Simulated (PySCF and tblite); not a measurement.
Results of a calculation; reference values are marked as such.
C7H5FO2, numbered as in [O:1]=[C:2]([OH:3])[c:4]1[cH:5][cH:6][cH:7][c:8]([F:9])[cH:10]1.

Level: PBE0-D3(BJ)/def2-SVP (IEF-PCM, water)//GFN2-xTB, thermal terms from GFN2-xTB, symmetry numbers and mirror pairs counted. Conformers within 3 kcal/mol (GFN2-xTB free energy) were kept, 10 at most. (PySCF 2.14, tblite 0.8.)

Rotational constants are equilibrium values for the commonest isotopes; dipoles come from the energy level named and are polarised by its solvent model.

Torsions listed: O1–C2–O3–H3, O3–C2–C4–C5.

```tsv
conformer	shape	symmetry
1	0°, 0°	Cs
2	0°, 180°	Cs
```

Give the rotational constants and dipole components.


```tsv
conformer	A (MHz)	B (MHz)	C (MHz)	abs μa (D)	abs μb (D)	abs μc (D)	κ	Ic−Ia−Ib (u Å²)
1	2716	930	693	0.50	3.55	0.00	-0.77	0.0
2	2658	942	696	0.62	0.16	0.00	-0.75	0.0
```

Which type of transition is strongest for conformer 1?

b-type, since that component is clearly the largest; the top is asymmetric (κ = -0.77).

The minima are those of GFN2-xTB; planar forms about aryl–S or allylic bonds may be saddles in DFT.


Conformer gaps in def2-SVP on xTB geometries can be 2 kcal/mol too large for S=O, P=O and other polar bonds.